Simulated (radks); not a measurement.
Species: Co. Configuration: [Ar] 3d7 4s2.

All-electron calculation, scalar-relativistic Kohn-Sham, PBEsol, spin-polarised, spherical densities, finite nucleus; open shells are filled with parallel spins first; Fermi nuclear charge, rms radius 3.7875 fm; hard spherical wall at 3.5 bohr. Program: a radial shooting solver on a logarithmic mesh with Libxc functionals.

Energy parts (eV):
total: -37860.999
kinetic: 38427.290
electron-nucleus: -91027.685
Hartree: 16331.022
exchange-correlation: -1591.626

Orbitals (lengths in bohr, moments of r in powers of bohr; r(90%) holds 90 % of the orbital's charge):
| orbital | occ. | eigenvalue (eV) | r(90%) | <r^4> |
|---|---|---|---|---|
| 1s up | 1 | -7576.431 | 0.100 | 0.00004650 |
| 1s down | 1 | -7576.428 | 0.100 | 0.00004650 |
| 2s up | 1 | -890.0550 | 0.396 | 0.01041 |
| 2s down | 1 | -888.5099 | 0.396 | 0.01036 |
| 2p up | 3 | -761.2285 | 0.369 | 0.007889 |
| 2p down | 3 | -760.0572 | 0.368 | 0.007838 |
| 3s up | 1 | -95.5039 | 1.16 | 0.7924 |
| 3s down | 1 | -92.2923 | 1.17 | 0.8055 |
| 3p up | 3 | -58.9431 | 1.27 | 1.124 |
| 3p down | 3 | -55.8041 | 1.28 | 1.160 |
| 3d up | 5 | -1.8236 | 1.79 | 3.944 |
| 3d down | 2 | 0.9860 | 1.87 | 4.479 |
| 4s up | 1 | 4.9796 | 2.71 | 23.54 |
| 4s down | 1 | 5.9774 | 2.72 | 24.08 |
| 4p up | 0 | 13.9965 | 2.78 | 27.00 |
| 4p down | 0 | 14.8950 | 2.79 | 27.50 |
| 4d up | 0 | 30.8825 | 2.87 | 30.43 |
| 4d down | 0 | 31.9624 | 2.88 | 30.46 |
| 5s up | 0 | 57.9141 | 3.02 | 34.91 |
| 5s down | 0 | 59.1385 | 3.02 | 34.77 |

The highest occupied level is 4s down at 5.977 eV. Spin moment in Bohr magnetons: 3. Summed over all electrons, <r^2> = 25.04 bohr^2, which gives a Langevin (diamagnetic) susceptibility term of -19.8 x 10^-6 cm^3/mol. The density falls to 0.001 e/bohr^3 at r = 3.22 bohr. The pressure on the wall is 164 GPa. The spin density at the nucleus is -0.360 e/bohr^3 (1s -0.036, 2s -1.731, 3s 0.914, 4s 0.492).
